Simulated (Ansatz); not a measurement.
Total energies of (OH)2Zr(OSiH2)2O (ZrSi₂O₅H₆) from Ansatz at PBE0-D4/def2-SVP, gas phase (1 Eh = 27.2114 eV = 2625.5 kJ/mol). The reference geometry is relaxed at B3LYP-D4/def2-SVP.

```csv
state,geometry,energy (Eh)
charge 0 singlet,reference,-1005.09072
charge -1 doublet,reference,-1005.05781
charge -1 doublet,relaxed at B3LYP-D4/def2-SVPD,-1005.08642
free Zr atom (triplet),–,-46.86982
free O atom (triplet),–,-74.92490
free Si atom (triplet),–,-289.15194
free H atom (doublet),–,-0.50029
```

In the def2 sets Zr takes a core potential; there is no spin–orbit coupling.

Question: Work out the vertical electron affinity, to the doublet.

Answer: E(charge 0 singlet) − E(charge -1 doublet) = -1005.09072 − (-1005.05781) = -0.03291 Eh = -0.90 eV; negative, so the extra electron isn't bound. The basis lacks diffuse functions, which makes affinities too small.

Question: How much does the charge -1 doublet relax, and what is the adiabatic electron affinity?

Answer: Relaxation: -1005.05781 − (-1005.08642) = 0.02861 Eh = 0.78 eV. Adiabatic electron affinity: -0.00430 Eh = -0.12 eV, without zero-point energy. 

Question: What is the binding energy per atom against free atoms?

Answer: Atoms: 1 × (-46.86982) + 5 × (-74.92490) + 2 × (-289.15194) + 6 × (-0.50029) = -1002.79994 Eh. Binding: -1002.79994 − (-1005.09072) = 2.29078 Eh = 62.34 eV, or 4.45 eV for each of 14 atoms (no zero-point energy, no counterpoise term).

At PBE0-D4/def2-SVP the highest occupied level of the charge -1 doublet lies above zero (up to 2.15 eV). By energy differences it is unbound by 0.90 eV (vertical, to the charge 0 singlet, at PBE0-D4/def2-SVP) and held by the finite basis. At PBE0-D4/def2-SVP the highest occupied level of the relaxed charge -1 doublet lies above zero (up to 0.32 eV). By energy differences, losing it releases 0.12 eV (each at its own geometry, to the charge 0 singlet, at PBE0-D4/def2-SVP).
